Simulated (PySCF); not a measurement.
# Electron correlation in Ag⁺ (silver, charge +1)

[Kr] 4d10, closed-shell 1S. Computed with PySCF 2.14 in cc-pVDZ-PP with ECP28MDF, with a scalar-relativistic core potential. Frozen: 4s2 4p6; 10 electrons correlated.

Total MP2 correlation energy: -263.26 mhartree.

Same-spin part -96.84 and opposite-spin part -166.42 mhartree; SCS-MP2 scales them by 1/3 and 6/5 to -231.99 mhartree.

```json
{"level": "CCSD", "correlation energy (mhartree)": "-252.25"}
{"level": "(T)", "correlation energy (mhartree)": "-3.12"}
{"level": "CCSD(T)", "correlation energy (mhartree)": "-255.37"}
```

Diagnostics: T1 = 0.0018, D1 = 0.0025, largest double amplitude 0.021.

Q: Is a single reference adequate?

A: Yes, within this model without spin-orbit coupling: T1 lies below 0.03 and no double amplitude reaches 0.07.
